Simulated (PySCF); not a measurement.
## SMILES CB(C)C1=C[C@H]2C=C[C@@H]1C=C2, C₁₀H₁₃B

Cartesian coordinates in Å; atom numbers follow the order of the lines, from 1:
```xyz
24

C     2.595   -0.199    1.714
B     1.920    0.034    0.303
C     2.776    0.396   -0.971
C     0.376   -0.095    0.162
C    -0.467   -0.398    1.166
C    -1.941   -0.467    0.781
C    -2.005   -1.487   -0.358
C    -1.202   -1.179   -1.375
C    -0.411    0.109   -1.153
C    -1.446    1.193   -0.862
C    -2.250    0.896    0.157
H     2.188    0.506    2.460
H     2.358   -1.206    2.098
H     3.689   -0.088    1.706
H     2.432    1.354   -1.401
H     3.858    0.469   -0.792
H     2.608   -0.352   -1.767
H    -0.155   -0.589    2.195
H    -2.598   -0.716    1.623
H    -2.651   -2.363   -0.296
H    -1.089   -1.763   -2.289
H     0.237    0.359   -2.001
H    -1.487    2.111   -1.452
H    -3.051    1.527    0.545
```

The calculation used quadratic response CAM-B3LYP/def2-SVPD first hyperpolarisability, Taylor convention, gas phase in PySCF. Geometry: PBE0-D3(BJ)/def2-SVP.

Give the tensor of the second harmonic β(−2ω;ω,ω) at 1064 nm in the axes of these coordinates.

In au, Taylor convention; rows are the first index (the induced dipole):
```
       xx    yy     zz     xy     xz    yz
x  -487.3  +6.2  +27.5  -45.5  -31.1  -7.4
y   -48.2  +1.4   +3.2   +8.4   -6.4  +1.9
z   -20.2  +1.4   +4.9   -5.2  +25.3  +2.8
```
Norm of βᵢ = ⅓ Σⱼ (βᵢⱼⱼ + βⱼᵢⱼ + βⱼⱼᵢ): 456.0 au, hyper-Rayleigh value 198.8 au.
